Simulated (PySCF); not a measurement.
Compound: C₆H₉NO.
SMILES with atom numbers: `[N:1]#[C:2][C@H:3]1[CH2:4][CH2:5][CH2:6][O:7][CH2:8]1`

Structure used (GFN2-xTB), in Å, numbered top down from 1:
```
atom  x, y, z in Å
N1     3.477    0.282    0.660
C2     2.426    0.246    0.211
C3     1.092    0.192   -0.329
C4     0.376   -1.096    0.111
C5    -1.064   -1.055   -0.396
C6    -1.737    0.232    0.080
O7    -1.035    1.377   -0.354
C8     0.274    1.410    0.149
H9     1.156    0.219   -1.423
H10    0.899   -1.970   -0.282
H11    0.383   -1.158    1.203
H12   -1.070   -1.076   -1.488
H13   -1.621   -1.918   -0.030
H14   -1.803    0.231    1.180
H15   -2.742    0.328   -0.335
H16    0.717    2.340   -0.217
H17    0.264    1.428    1.251
```

NICS is the negative of the GIAO shielding at a point without a nucleus: at the ring centre (0) and 1 Å above and below it (1); zz is the component along the ring normal. Level: GIAO PBE0/pcSseg-1 (PySCF, non-relativistic, gas phase) on the GFN2-xTB geometry, one conformer.

Ring bond lengths (Å), with Mayer bond orders in brackets: C3–C4 1.537 (0.98), C4–C5 1.527 (1.04), C5–C6 1.529 (1.03), C6–O7 1.411 (0.93), O7–C8 1.402 (0.95), C8–C3 1.543 (0.97).

Problem. What do the NICS probes read (ppm)?

Solution. 
```
             ring                                             type  NICS(0)  NICS(1), two faces  NICS(1)zz, two faces  rms pucker (Å)  centre to ring atoms, mean (Å)
C3–C4–C5–C6–O7–C8  6-membered ring with O; formal bonds all single     -2.8         -2.1 / -2.5             2.6 / 2.1            0.24                            1.43
```

Problem. What can be read from them?

Solution. 
- C3–C4–C5–C6–O7–C8: mean NICS(1)zz 2.4 ppm, near zero. C3, C4, C5, C6, C8 have four or more neighbours; no verdict on aromaticity is drawn.

Problem. Give the inner angles of the rings and the Hirshfeld charges of the ring atoms.

Solution. 
- C3–C4–C5–C6–O7–C8: C3 109.0° (-0.011 e), C4 108.8° (-0.061 e), C5 109.5° (-0.073 e), C6 111.6° (+0.004 e), O7 112.0° (-0.141 e), C8 111.4° (+0.010 e); sum 662.3° against 720° for a flat convex ring.

Problem. How shielded are the nuclei of the rings and their hydrogens (means over atoms taken as equivalent)?

Solution. 
```json
{"atoms": "C3", "environment": "sp3 carbon next to a nitrile", "σ isotropic (ppm)": "159.3"}
{"atoms": "C4", "environment": "ring CH2 carbon", "σ isotropic (ppm)": "154.6"}
{"atoms": "C5", "environment": "ring CH2 carbon", "σ isotropic (ppm)": "158.1"}
{"atoms": "C6", "environment": "sp3 carbon bound to oxygen", "σ isotropic (ppm)": "115.6"}
{"atoms": "O7", "environment": "cyclic ether oxygen", "σ isotropic (ppm)": "282.9"}
{"atoms": "C8", "environment": "sp3 carbon bound to oxygen", "σ isotropic (ppm)": "113.4"}
{"atoms": "H9", "environment": "methine hydrogen", "σ isotropic (ppm)": "29.37"}
{"atoms": "H10", "environment": "methylene hydrogen", "σ isotropic (ppm)": "29.49"}
{"atoms": "H11", "environment": "methylene hydrogen", "σ isotropic (ppm)": "30.16"}
{"atoms": "H12", "environment": "methylene hydrogen", "σ isotropic (ppm)": "30.15"}
{"atoms": "H13", "environment": "methylene hydrogen", "σ isotropic (ppm)": "30.32"}
{"atoms": "H14", "environment": "methylene hydrogen", "σ isotropic (ppm)": "28.32"}
{"atoms": "H15", "environment": "methylene hydrogen", "σ isotropic (ppm)": "27.60"}
{"atoms": "H16", "environment": "methylene hydrogen", "σ isotropic (ppm)": "27.39"}
```

The list is cut; further classes of hydrogen are left out.
